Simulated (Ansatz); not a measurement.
Species: C₅H₁₁O, charge 0, multiplicity 2. It need not be the lowest isomer of its formula. 
Coordinates optimised at B3LYP-D3(BJ)/def2-TZVP (Ansatz, an electronic-structure program):
```xyz
17

C     -2.6971    -0.6261    -0.3726
C     -1.4918     0.0463     0.2780
C     -0.2046    -0.1568    -0.5122
C      1.0406     0.4303     0.1735
C      2.2942     0.4112    -0.7071
O      1.2630    -0.0950     1.4159
H     -2.5471    -1.7053    -0.4539
H     -3.6058    -0.4603     0.2086
H     -2.8712    -0.2404    -1.3802
H     -1.3490    -0.3406     1.2892
H     -1.6833     1.1197     0.3828
H     -0.2972     0.2920    -1.5059
H     -0.0257    -1.2258    -0.6683
H      0.8130     1.4935     0.4159
H      3.1374     0.8494    -0.1742
H      2.1291     0.9673    -1.6312
H      2.5473    -0.6180    -0.9681
```
Charge 0, spin multiplicity 2.

Property: atomisation energy (electronic, to ground-state atoms); the coupled-cluster value holds the core correlation from cc-pwCVTZ, in eV. Valence correlation only, unless marked. UHF or UKS for open shells. Spin-orbit coupling is left out. Non-relativistic. CBS(X,Y): correlation extrapolated as X^-3; Hartree-Fock from the larger set. [CCSD(T)-MP2]/basis is that difference in the basis named.

Level to compare with: RI-MP2/CBS(cc-pVTZ,cc-pVQZ)+[CCSD(T)-MP2]/cc-pVTZ plus the core term (Ansatz), 68.90 eV. It is a level with limits of its own, and the differences hold the functionals' basis error too.

**Question.** Rank these functionals by how close they come to RI-MP2/CBS(cc-pVTZ,cc-pVQZ)+[CCSD(T)-MP2]/cc-pVTZ, closest first: PBE/def2-TZVPD (Ansatz); r2SCANh/def2-TZVPD (Ansatz); LC-wPBE/def2-TZVPD (Ansatz).

**Answer.** LC-wPBE/def2-TZVPD (range-separated hybrid, 68.72 eV, difference -0.18), r2SCANh/def2-TZVPD (hybrid meta-GGA, 68.59 eV, difference -0.31), PBE/def2-TZVPD (GGA, 69.86 eV, difference 0.96)
